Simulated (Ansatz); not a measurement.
Several settings on one geometry of tetramethylammonium mesylate, `CS(=O)(=O)[O-].C[N+](C)(C)C` (that of the charge 0 singlet, PBE-D4/def2-SVP). Ansatz on 4 threads of Arm Neoverse V2 on a shared host; times are rough.

Cartesian coordinates in Å:
```
C -2.5877 -0.5696 -3.1704
S -1.4549 -0.3196 -1.7827
O -0.0657 -0.4811 -2.3530
O -1.7251 1.0785 -1.2794
O -1.8033 -1.3863 -0.7718
H -2.4308 -1.5913 -3.5615
H -3.6204 -0.4463 -2.7967
H -2.3564 0.1865 -3.9427
C 1.4880 -0.8688 0.2491
N 0.9439 0.2076 1.1565
C -0.4084 -0.2121 1.6793
C 0.8054 1.4955 0.3816
C 1.8809 0.4137 2.3042
H 0.8770 -0.9048 -0.6848
H 2.5344 -0.6100 0.0022
H 1.4501 -1.8309 0.7914
H -0.2590 -1.0664 2.3653
H -0.8497 0.6424 2.2237
H -1.0526 -0.5237 0.8220
H 1.7721 1.7102 -0.1088
H -0.0148 1.3862 -0.3682
H 0.5532 2.2993 1.0980
H 2.8501 0.7807 1.9194
H 2.0266 -0.5476 2.8302
H 1.4471 1.1578 2.9971
```

Totals from different functionals, basis sets or treatments of relativity can't be compared as stabilities.

The 6-31G sets use Cartesian d functions.

Question: Give the basis size and estimate the energy, ⟨S²⟩ and time of these runs.

```
run                  method  charge    state                                                                 further keys
  1       RKS B97M-V/6-31G*       0  singlet                                 scf: {lower_state_search: off}; forces asked
  2         RKS RPBE/STO-3G       0  singlet  fitting: {mean_field: def2-universal-jkfit}; scf: {lower_state_search: off}
  3  RKS BLYP-D4/def2-mTZVP       0  singlet                                               scf: {lower_state_search: off}
```

Answer: 
```tsv
run	functions	energy (Eh)	⟨S²⟩	wall time
1	184	-877.8974	–	14 s
2	69	-867.1039	–	0.75 s
3	253	-878.1316	–	2.9 s
```
